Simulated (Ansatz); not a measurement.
Gas-phase electronic energies from Ansatz, PBE0-D4/def2-TZVP geometries. CBS: MP2 limit from def2 TZ/QZ plus the TZ coupled-cluster correction, frozen cores. This one scheme is used for every species. Functionals use def2-TZVPP. B3LYP here is the variant with VWN-RPA as its local correlation; programs differ in this. HSE06 is defined as in plane-wave codes. One conformer a species, not always the lowest.

Consider the ligand exchange at the Si–F bond: `N[Si](O)(F)F` + `BS` → `BS[Si](N)(O)F` + H–F.

```json
{"level": "B97M-V", "ΔE (kJ/mol)": "112.0", "difference from CCSD(T)/CBS": "8.9"}
{"level": "B3LYP-D4", "ΔE (kJ/mol)": "105.2", "difference from CCSD(T)/CBS": "2.1"}
{"level": "HSE06-D4", "ΔE (kJ/mol)": "94.6", "difference from CCSD(T)/CBS": "-8.5"}
{"level": "BHLYP-D4", "ΔE (kJ/mol)": "112.5", "difference from CCSD(T)/CBS": "9.4"}
{"level": "CAM-B3LYP-D4", "ΔE (kJ/mol)": "114.5", "difference from CCSD(T)/CBS": "11.4"}
{"level": "PBE-QIDH", "ΔE (kJ/mol)": "103.4", "difference from CCSD(T)/CBS": "0.3"}
{"level": "PBE", "ΔE (kJ/mol)": "98.5", "difference from CCSD(T)/CBS": "-4.6"}
{"level": "revPBE", "ΔE (kJ/mol)": "100.5", "difference from CCSD(T)/CBS": "-2.6"}
{"level": "r2SCAN", "ΔE (kJ/mol)": "108.8", "difference from CCSD(T)/CBS": "5.7"}
{"level": "HSE06", "ΔE (kJ/mol)": "102.2", "difference from CCSD(T)/CBS": "-0.9"}
{"level": "CCSD(T)/def2-SVP", "ΔE (kJ/mol)": "109.7", "difference from CCSD(T)/CBS": "6.6"}
{"level": "SCS-MP2/def2-TZVPP", "ΔE (kJ/mol)": "110.7", "difference from CCSD(T)/CBS": "7.6"}
{"level": "CCSD(T)/def2-TZVPP", "ΔE (kJ/mol)": "108.2", "difference from CCSD(T)/CBS": "5.1"}
{"level": "HF/def2-QZVPP", "ΔE (kJ/mol)": "139.4", "difference from CCSD(T)/CBS": "36.3"}
{"level": "SCS-MP2/def2-QZVPP", "ΔE (kJ/mol)": "108.4", "difference from CCSD(T)/CBS": "5.3"}
{"level": "MP2/CBS(def2)", "ΔE (kJ/mol)": "96.8", "difference from CCSD(T)/CBS": "-6.3"}
{"level": "CCSD(T)/CBS", "ΔE (kJ/mol)": "103.1", "difference from CCSD(T)/CBS": "0"}
```

Largest T1 diagnostic among the species: 0.015.

In def2-TZVPP, CCSD(T) changes the Hartree–Fock value by −29.4 kJ/mol (the triples alone add −6.0 kJ/mol) and MP2 by −35.8 kJ/mol. From BLYP to BHLYP (50 % exact exchange), in def2-TZVPP and without D4, ΔE moves by +7.5 kJ/mol. At CCSD(T), def2-SVP lies +6.6 kJ/mol from the extrapolated value and def2-TZVPP +5.1 kJ/mol.
